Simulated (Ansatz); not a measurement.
Input file for Ansatz (a program for electronic structure): R-BHLYP/def2-TZVPPD on GeH4 (SMILES [GeH4]). Files ending in .json are basis or fitting sets from the Basis Set Exchange.

Ansatz 0.2 input:
```yaml
crystal:
  periodic: [false, false, false]
  atoms:
    - {symbol: Ge, position_ang: [-0.11633913, -0.18633466, 0.27624176]}
    - {symbol: H, position_ang: [-0.49513572, -0.10737616, -1.21030358]}
    - {symbol: H, position_ang: [1.11741138, -1.08656079, 0.44048816]}
    - {symbol: H, position_ang: [-1.28880555, -0.77367958, 1.07495295]}
    - {symbol: H, position_ang: [0.20355214, 1.22091648, 0.80055634]}
basis:
  gaussian:
    orbitals: def2-TZVPPD.json
hamiltonian:
  xc: {name: BHLYP}
scf: {lower_state_search: off}
```

**Question.** Predict the final total energy.

**Answer.** -2079.3656 hartree.
